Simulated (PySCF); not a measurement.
Spectroscopy problems

No solvent, relativity neglected, rapidly exchanging positions averaged, one conformer. Structure optimised with GFN2-xTB; σ from GIAO-PBE0/pcSseg-1; PySCF 2.14.0 with density-fitted response routines.

References, each an isolated molecule treated in the same way: TMS for 1H and 13C. Splittings of carbon signals by F and P are missing where no couplings were computed. Where no couplings were computed, multiplicities follow the n + 1 count of equivalent neighbours, and m marks all less simple cases (inequivalent or close neighbours, rings, F or P nearby). Shifts are as computed. Against solution values, carbons near 30 ppm lie about +3 ppm off and those near 130 ppm about +5 ppm. Of 1211 compounds with measured shifts, 218 miss one by over three times the rms of a fit or turn the order of signals round; such compounds aren't used in these exercises.

Question: C8H12P2. 1H NMR (500 MHz, computed): δ 9.09 (m, 2H), 3.38 (m, 3H), 2.80 (sept, 1H), 1.35 (d, 6H). 13C{1H} NMR (computed): δ 215.6 (C), 161.0 (CH), 156.1 (C), 45.9 (CH), 30.6 (CH3), 27.0 (CH3). Identify the compound.

Answer: `Cc1pcc(C(C)C)cp1`. 6 carbon signals for 8 carbons: some carbons are equivalent by symmetry or fast rotation. Carbon types of the structure: 2 × C, 3 × CH, 3 × CH3, which accounts for all hydrogens. δC 215.6, 156.1: substituted aromatic carbon. δC 161.0: aromatic CH. δH 9.09: hydrogen on an aromatic CH; the ring current deshields protons in the ring plane. δH 2.80: hydrogen on an sp3 CH on an aromatic ring; benzylic-type position, deshielded by the ring.

This is the structure that produced the data.

Question: C6H4O4. 1H NMR (500 MHz, computed): δ 8.28 (s, 1H), 7.81 (s, 1H), 7.73 (d, 1H), 5.95 (d, 1H). 13C{1H} NMR (computed): δ 167.8 (C), 164.0 (C), 162.5 (CH), 161.0 (CH), 110.5 (CH), 106.8 (CH). Give a structure.

Answer: `O=c1occc(OC=O)c1`. The formula gives 5 degrees of unsaturation (1 ring in the answer). 6 carbon signals for 6 carbons: no two carbons are equivalent. Carbon types of the structure: 2 × C, 4 × CH, which accounts for all hydrogens. δC 167.8: unsaturated ring carbon. δC 164.0: ring carbonyl carbon. δC 162.5: ester carbonyl carbon; lone-pair donation from the attached heteroatom keeps it upfield of a ketone carbonyl. δC 161.0, 110.5, 106.8: unsaturated ring CH.

The data come from this structure; uniqueness wasn't tested.
